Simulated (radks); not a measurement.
I+, 52 electrons, occupied as [Kr] 4d10 5s2 5p4.

Calculated with a radial shooting solver on a logarithmic mesh with Libxc functionals: Dirac Kohn-Sham, LDA (Slater exchange, Perdew-Wang correlation), spin-unpolarised, spherical densities, finite nucleus; open shells are shared between the two j in proportion to 2j + 1; Fermi nuclear charge, rms radius 4.75 fm.

Energy parts (Ry):
total: -14225.17204
kinetic: 15073.04953
electron-nucleus: -34546.78449
Hartree: 5599.42605
exchange-correlation: -350.86313

Orbitals (lengths in bohr, moments of r in powers of bohr; <r^-3> diverges for s and p1/2; r(90%) holds 90 % of the orbital's charge):
orbital     occ.  eigenvalue (Ry)  <r^-3>     <r^2>  r(90%)  small-component weight
1s1/2          2        -2420.396       -  0.001006  0.0490                3.80e-02
2s1/2          2        -374.5123       -   0.01616   0.181                8.13e-03
2p1/2          2        -351.6253       -   0.01194   0.162                8.17e-03
2p3/2          4        -329.6989    5226   0.01323   0.169                7.76e-03
3s1/2          2        -76.11920       -    0.1130   0.462                2.40e-03
3p1/2          2        -66.63530       -    0.1077   0.458                2.35e-03
3p3/2          4        -62.51073    1004    0.1158   0.474                2.24e-03
3d3/2          4        -45.72954   160.8   0.09736   0.451                2.12e-03
3d5/2          6        -44.86120   148.7   0.09972   0.456                2.09e-03
4s1/2          2        -13.93198       -    0.6194    1.07                6.94e-04
4p1/2          2        -10.61847       -    0.6810    1.13                6.31e-04
4p3/2          4         -9.80700   197.7    0.7324    1.17                5.95e-04
4d3/2          4         -4.47276   24.03    0.9801    1.40                4.51e-04
4d5/2          6         -4.34582   22.00     1.005    1.41                4.41e-04
5s1/2          2         -1.94739       -     4.144    2.79                1.24e-04
5p1/2    1.33333         -1.20139       -     5.781    3.34                8.89e-05
5p3/2    2.66667         -1.11487   20.90     6.292    3.48                8.18e-05

The highest occupied level is 5p3/2 at -15.169 eV. Summed over all electrons, <r^2> = 50.26 bohr^2, which gives a Langevin (diamagnetic) susceptibility term of -39.8 x 10^-6 cm^3/mol. The density falls to 0.001 e/bohr^3 at r = 4.19 bohr. The electron density at the nucleus is 2.48e+05 e/bohr^3. For comparison, the ionisation energy in NIST's Atomic Spectra Database is 19.131 eV (measured). In exact Kohn-Sham theory the highest level is minus the ionisation energy, but local and semilocal functionals leave it too shallow, through self-interaction and a potential that decays too fast; potentials with the right tail come closer.

Beside tabulated values, note that spin-unpolarised runs miss the spin-polarisation part of the exchange energy of open shells.
